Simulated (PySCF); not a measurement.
Nonlinear optical response: SMILES C1(C#C)=CC=C(C=O)B1, C7H5BO

Molfile (atoms numbered from 1):
```
C7H5BO
     RDKit          3D

 14 14  0  0  0  0  0  0  0  0999 V2000
   -3.6323    0.3199   -0.5737 C   0  0  0  0  0  0  0  0  0  0  0  0
   -2.4431    0.1488   -0.3822 C   0  0  0  0  0  0  0  0  0  0  0  0
   -1.0557   -0.0168   -0.1965 C   0  0  0  0  0  0  0  0  0  0  0  0
   -0.4524   -0.8244    0.7168 C   0  0  0  0  0  0  0  0  0  0  0  0
    1.0232   -0.7411    0.6222 C   0  0  0  0  0  0  0  0  0  0  0  0
    1.4435    0.1145   -0.3454 C   0  0  0  0  0  0  0  0  0  0  0  0
    2.8510    0.3762   -0.6390 C   0  0  0  0  0  0  0  0  0  0  0  0
    3.2466    1.1343   -1.4925 O   0  0  0  0  0  0  0  0  0  0  0  0
    0.1333    0.6955   -1.0047 B   0  0  0  0  0  0  0  0  0  0  0  0
   -4.6832    0.4689   -0.7403 H   0  0  0  0  0  0  0  0  0  0  0  0
   -0.9663   -1.4632    1.4398 H   0  0  0  0  0  0  0  0  0  0  0  0
    1.6820   -1.3216    1.2789 H   0  0  0  0  0  0  0  0  0  0  0  0
    3.5772   -0.1920    0.0020 H   0  0  0  0  0  0  0  0  0  0  0  0
    0.0216    1.4843   -1.9027 H   0  0  0  0  0  0  0  0  0  0  0  0
  1  2  3  0
  2  3  1  0
  3  4  2  0
  4  5  1  0
  5  6  2  0
  6  7  1  0
  7  8  2  0
  6  9  1  0
  9  3  1  0
  1 10  1  0
  4 11  1  0
  5 12  1  0
  7 13  1  0
  9 14  1  0
M  END
```

Computed with PySCF, quadratic response CAM-B3LYP/aug-cc-pVDZ first hyperpolarisability, Taylor convention, gas phase. Geometry: PBE0-D3(BJ)/def2-SVP.

(1) What is the first hyperpolarisability, and how does it disperse?

## Answers

(1) In au, Taylor convention; the vector part is βᵢ = ⅓ Σⱼ (βᵢⱼⱼ + βⱼᵢⱼ + βⱼⱼᵢ); β∥ is 3/5 of the vector part along the dipole, the dipole points from − to +:
```tsv
process	λ (nm)	β vector norm	β∥	β HRS	depolarisation ratio
static β(0;0,0)	∞	1199.0	319.0	498.4	4.94
second harmonic β(−2ω;ω,ω)	1907	1703.0	456.2	706.6	4.99
Pockels β(−ω;ω,0)	1907	1327.8	353.6	–	–
Pockels β(−ω;ω,0)	1064	1748.0	469.4	–	–
```

Second harmonics within 0.3 eV of the first excitation or beyond it are left out.

Problem. Which lowest excitations, dipole and polarisabilities go with it?

Solution. S1 2.18 eV (f = 0.052); S2 3.00 eV (f = 0.000); S3 3.46 eV (f = 0.000); dipole 4.18 D; isotropic α 108.3 au static, 109.6 au at 1907 nm, 113.1 au at 1064 nm, 114.7 au at 953.5 nm.
